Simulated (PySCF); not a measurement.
Species: C4H4BFO.
SMILES with atom numbers: `[F:1][BH:2][c:3]1[cH:4][cH:5][cH:6][o:7]1` (hydrogens: H8 on B2; H9 on C4; H10 on C5; H11 on C6)

Cartesian coordinates in Å at the PBE0-D3(BJ)/def2-SVP level; atoms count from 1:
```xyz
11
C4H4BFO angstrom
F      2.9370    1.3948   -0.4098
B      2.2000    0.3126   -0.2127
C      0.6887    0.4294   -0.0147
C     -0.2722   -0.5341    0.2143
C     -1.5163    0.1347    0.3356
C     -1.2275    1.4645    0.1710
O      0.0740    1.6510   -0.0360
H      2.7503   -0.7644   -0.1924
H     -0.0853   -1.6043    0.2846
H     -2.4965   -0.2990    0.5186
H     -1.8490    2.3577    0.1786
```

Jobs on this species (11 atoms, 50 electrons) with PySCF (density fitting). Hardware of each: one thread of an Arm Neoverse V1, shared host. The host was shared with other jobs, so the times are rough. Peak memory is the resident size of the whole Python process, interpreter and libraries included.

```
level and settings                                                             work  basis functions  SCF cycles  wall time  peak memory
    B97-D/pcSseg-1                               shieldings, ring-centre shieldings              139           ?          ?            ?
     OPBE/pcSseg-1                               shieldings, ring-centre shieldings              139           ?          ?            ?
  LC-wPBE/pcSseg-1                               shieldings, ring-centre shieldings              139           ?          ?            ?
     PBE0/pcSseg-2  shieldings, ring-centre shieldings, charges and field gradients              308          14       43 s      1.2 GiB
       PBE0/6-31G*  shieldings, ring-centre shieldings, charges and field gradients              106          14      8.8 s     0.57 GiB
    B3LYP/pcSseg-1                               shieldings, ring-centre shieldings              139          14       11 s     0.72 GiB
      KT3/pcSseg-1                               shieldings, ring-centre shieldings              139          16       17 s     0.73 GiB
     BP86/pcSseg-1                               shieldings, ring-centre shieldings              139          16       17 s     0.73 GiB
  PBE0/aug-cc-pVDZ  shieldings, ring-centre shieldings, charges and field gradients              197          14       22 s     0.95 GiB
```

**Question.** Fill in the missing figures.

**Answer.** 
- B97-D/pcSseg-1; shieldings, ring-centre shieldings: 17 s, 0.73 GiB, 16 SCF cycles
- OPBE/pcSseg-1; shieldings, ring-centre shieldings: 17 s, 0.73 GiB, 16 SCF cycles
- LC-wPBE/pcSseg-1; shieldings, ring-centre shieldings: 22 s, 0.72 GiB, 15 SCF cycles

**Question.** What do all jobs in the table cost together?

**Answer.** About 2.9 min; the longest takes about 25 % of that, and about 4.9 times as long as the shortest.
